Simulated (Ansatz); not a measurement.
Born–Oppenheimer molecular dynamics of Cl3GaH4Si (9 atoms, charge 0, multiplicity 1). It starts at the highest image of a converged band, a first-order saddle point between two minima.

All numbers below come from Ansatz, RKS BHLYP/def2-SVP.

```
ensemble                      : NVE (velocity Verlet)
time step                     : 0.5 fs
steps asked                   : 200
starting velocities drawn for : 100 K
seed                          : 5221
```

Frames 0.5 fs apart, positions in Å.

Velocities at 30 fs (Å/ps):

```
Ga -0.61 1.67 1.44
Cl -0.07 0.72 -1.66
Cl 1.07 -0.01 -0.77
Cl 0.42 -1.47 0.10
Si -0.50 -1.99 -1.13
H 3.10 7.12 3.48
H -1.40 -4.23 -0.70
H -0.07 -8.50 4.78
H 4.88 -27.30 6.10
```

```xyz
9
Properties=species:S:1:pos:R:3 time_fs=30 energy_less_start_eV=-0.002 T=102
Ga -0.006 -0.253 -0.078
Cl -0.354 0.193 2.079
Cl 1.851 0.583 -0.755
Cl -1.778 0.165 -1.250
Si 0.151 -2.614 0.553
H -0.974 -3.537 0.771
H 1.357 -3.473 0.678
H 0.260 -2.798 2.351
H 0.095 -2.014 2.412
9
Properties=species:S:1:pos:R:3 time_fs=30.5 energy_less_start_eV=-0.004 T=104
Ga -0.006 -0.252 -0.077
Cl -0.354 0.194 2.079
Cl 1.852 0.583 -0.755
Cl -1.778 0.164 -1.250
Si 0.151 -2.615 0.553
H -0.973 -3.533 0.772
H 1.357 -3.475 0.677
H 0.260 -2.802 2.354
H 0.098 -2.028 2.415
9
Properties=species:S:1:pos:R:3 time_fs=31 energy_less_start_eV=-0.004 T=104
Ga -0.006 -0.251 -0.076
Cl -0.354 0.194 2.078
Cl 1.853 0.583 -0.756
Cl -1.778 0.163 -1.250
Si 0.151 -2.616 0.552
H -0.972 -3.530 0.773
H 1.356 -3.477 0.676
H 0.260 -2.805 2.357
H 0.101 -2.043 2.417
9
Properties=species:S:1:pos:R:3 time_fs=31.5 energy_less_start_eV=-0.001 T=101
Ga -0.006 -0.251 -0.076
Cl -0.354 0.194 2.077
Cl 1.853 0.583 -0.756
Cl -1.778 0.162 -1.250
Si 0.151 -2.617 0.552
H -0.973 -3.528 0.774
H 1.355 -3.479 0.675
H 0.261 -2.809 2.361
H 0.104 -2.056 2.418
9
Properties=species:S:1:pos:R:3 time_fs=32 energy_less_start_eV=0.003 T=97
Ga -0.007 -0.250 -0.075
Cl -0.354 0.195 2.076
Cl 1.854 0.583 -0.757
Cl -1.777 0.162 -1.250
Si 0.151 -2.618 0.551
H -0.974 -3.526 0.774
H 1.355 -3.481 0.673
H 0.261 -2.813 2.366
H 0.106 -2.069 2.420
9
Properties=species:S:1:pos:R:3 time_fs=32.5 energy_less_start_eV=0.004 T=96
Ga -0.007 -0.249 -0.074
Cl -0.354 0.195 2.075
Cl 1.854 0.583 -0.757
Cl -1.777 0.161 -1.250
Si 0.151 -2.619 0.551
H -0.976 -3.524 0.774
H 1.354 -3.483 0.671
H 0.262 -2.820 2.372
H 0.109 -2.079 2.421
9
Properties=species:S:1:pos:R:3 time_fs=33 energy_less_start_eV=0.002 T=98
Ga -0.008 -0.248 -0.073
Cl -0.354 0.196 2.075
Cl 1.855 0.583 -0.757
Cl -1.777 0.160 -1.250
Si 0.150 -2.620 0.550
H -0.978 -3.523 0.773
H 1.353 -3.485 0.669
H 0.264 -2.828 2.378
H 0.111 -2.088 2.421
9
Properties=species:S:1:pos:R:3 time_fs=33.5 energy_less_start_eV=-0.004 T=104
Ga -0.008 -0.247 -0.073
Cl -0.354 0.196 2.074
Cl 1.855 0.583 -0.758
Cl -1.777 0.159 -1.250
Si 0.150 -2.621 0.549
H -0.982 -3.523 0.772
H 1.353 -3.486 0.667
H 0.266 -2.838 2.384
H 0.113 -2.094 2.422
9
Properties=species:S:1:pos:R:3 time_fs=34 energy_less_start_eV=-0.012 T=113
Ga -0.008 -0.246 -0.072
Cl -0.355 0.197 2.073
Cl 1.856 0.583 -0.758
Cl -1.776 0.158 -1.250
Si 0.150 -2.623 0.549
H -0.986 -3.523 0.770
H 1.352 -3.488 0.664
H 0.269 -2.849 2.390
H 0.115 -2.098 2.422
9
Properties=species:S:1:pos:R:3 time_fs=34.5 energy_less_start_eV=-0.018 T=120
Ga -0.009 -0.245 -0.071
Cl -0.355 0.197 2.073
Cl 1.857 0.583 -0.759
Cl -1.776 0.158 -1.250
Si 0.150 -2.624 0.548
H -0.992 -3.524 0.768
H 1.351 -3.490 0.661
H 0.272 -2.862 2.397
H 0.116 -2.101 2.422
9
Properties=species:S:1:pos:R:3 time_fs=35 energy_less_start_eV=-0.021 T=123
Ga -0.009 -0.244 -0.070
Cl -0.355 0.198 2.072
Cl 1.857 0.583 -0.759
Cl -1.776 0.157 -1.250
Si 0.150 -2.625 0.548
H -0.997 -3.525 0.766
H 1.351 -3.492 0.657
H 0.275 -2.875 2.405
H 0.118 -2.103 2.421
9
Properties=species:S:1:pos:R:3 time_fs=35.5 energy_less_start_eV=-0.021 T=123
Ga -0.009 -0.243 -0.070
Cl -0.355 0.198 2.071
Cl 1.858 0.582 -0.760
Cl -1.776 0.156 -1.250
Si 0.150 -2.627 0.547
H -1.003 -3.526 0.763
H 1.350 -3.494 0.653
H 0.278 -2.888 2.412
H 0.120 -2.105 2.421
```

Of the whole run (100 fs, mean temperature of the second half 147 K): The conserved energy stayed within 0.04 meV per atom of its start (net change 0.039 meV per atom), so the integration is sound. The kinetic energy rose, since the run started high on the potential surface and went downhill. It ends in pieces (Cl3GaH2Si + H2), so much of that is their flight and rotation, not heat. A run of 0.1 ps of so small a system gives no equilibrium averages. The orbitals stay closed-shell, which can raise the energy where a bond breaks towards radicals; this wasn't checked here.

Run time: 6.6 min on 4 threads of Arm Neoverse V2, on a shared host, peak memory 0.36 GiB.
